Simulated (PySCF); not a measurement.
Species: C4H10O4S.
Cartesian coordinates in Å at the GFN2-xTB level; atoms count from 1:
```xyz
19
C4H10O4S angstrom
C     -1.639   -1.576   -0.165
C     -0.820   -0.292   -0.119
C     -1.688    0.925    0.192
O      0.177   -0.518    0.894
C      1.107    0.471    1.063
S      2.065    0.743   -0.482
O      1.330    1.581   -1.373
O      3.412    1.104   -0.148
O      2.112   -0.737   -1.114
H     -2.367   -1.525   -0.969
H     -0.980   -2.422   -0.334
H     -2.156   -1.720    0.780
H     -0.313   -0.139   -1.078
H     -1.143    1.847    0.009
H     -2.023    0.894    1.227
H     -2.559    0.917   -0.457
H      1.828    0.146    1.810
H      0.694    1.451    1.318
H      2.953   -1.140   -0.897
```

Theory: PBE0/pcSseg-1 in PySCF (dipole) on a GFN2-xTB geometry, gas phase.

Take the most abundant isotopes and a rigid rotor. The values belong to one conformer with, in the numbering `[CH3:1][CH:2]([CH3:3])[O:4][CH2:5][S:6](=[O:7])(=[O:8])[OH:9]`, C1–C2–O4–C5 176°, C2–O4–C5–S6 -60°, O4–C5–S6–O7 82°, C5–S6–O9–H -99°.

Q: Give the principal moments of inertia and the rotational constants in MHz.

A: Ia = 188.10, Ib = 551.98, Ic = 582.50 u·Å²; 505379 MHz·u·Å²/I gives A = 2687, B = 915.6, C = 867.6 MHz.

Q: Classify the top.

A: A near-prolate asymmetric top; Ray's κ = -0.947.

Q: What does the inertial defect say?

A: Not planar: Δ = Ic − Ia − Ib = -157.59 u·Å². For a rigid frame Δ = −2 Σ m c², so Σ m c² = 78.80 u·Å² lies off the ab plane: 11.83 from hydrogen and 66.97 from heavier atoms. The atom farthest from that plane is 2.14 Å away.

Q: Give the other two planar moments, Paa and Pbb, and the rms extents of the mass along the axes.

A: Paa = Σ m a² = (Ib + Ic − Ia)/2 = 473.19 and Pbb = Σ m b² = (Ia + Ic − Ib)/2 = 109.31 u·Å². With the mass M = 154.03 u, the rms extents √(P/M) along a, b and c are 1.75, 0.84, 0.72 Å.

Q: Predict some low-J microwave lines.

A: The dipole components are |μa| = 2.21 D, |μb| = 1.42 D, |μc| = 1.50 D. The squared components, which scale the intensities, stand as 1.00 : 0.41 : 0.46 (a : b : c). Some lines, for components of 0.1 D or more:

```
type  branch         J(Ka,Kc)    MHz  lower level (cm⁻¹)
   c       Q  3(1,3) ← 3(0,3)   1655               0.357
   c       Q  1(1,1) ← 1(0,1)   1771               0.059
   b       Q  2(1,1) ← 2(0,2)   1868               0.178
   b       Q  3(1,2) ← 3(0,3)   1943               0.357
   c       R  1(1,0) ← 0(0,0)   3602               0.000
   a       R  2(1,1) ← 1(1,0)   3614               0.120
   c       Q  4(2,3) ← 4(1,3)   5147               0.663
   a       R  3(1,3) ← 2(1,2)   5277               0.236
   b       R  2(1,2) ← 1(0,1)   5290               0.059
   a       R  3(2,2) ← 2(2,1)   5350               0.418
   a       R  3(1,2) ← 2(1,1)   5421               0.241
   c       R  2(1,1) ← 1(0,1)   5433               0.059
   b       Q  2(2,1) ← 2(1,2)   5457               0.236
   a       R  4(1,4) ← 3(1,3)   7035               0.412
   a       R  4(2,3) ← 3(2,2)   7132               0.596
   a       R  4(3,1) ← 3(3,0)   7135               0.896
   c       Q  3(3,1) ← 3(2,1)   8971               0.597
   b       Q  3(3,1) ← 3(2,2)   8976               0.596
   c       R  3(2,2) ← 2(1,2)  10807               0.236
   b       R  3(2,1) ← 2(1,2)  10812               0.236
   b       Q  4(4,0) ← 4(3,1)  12564               1.134
   b       Q  4(4,1) ← 4(3,2)  12564               1.134
   b       R  3(3,1) ← 2(2,0)  14325               0.418
   b       R  4(3,1) ← 3(2,2)  16111               0.596
   c       R  4(4,1) ← 3(3,1)  19699               0.896
   b       R  4(4,0) ← 3(3,1)  19699               0.896
```

Q: Estimate the classical rotational partition function at 10 K, 200 K and 500 K.

A: Point group C1, symmetry number σ = 1; q = (√π/σ)·√((kT/h)³/(ABC)), k/h = 20836.6 MHz/K: 3650 at 10 K, 326000 at 200 K, 1290000 at 500 K.

Stationary, but not proved a minimum. Constants of a rigid frame at the computed geometry: no zero-point averaging, no centrifugal distortion. A rigid rotor knows nothing of internal rotation, which can split or shift real lines.
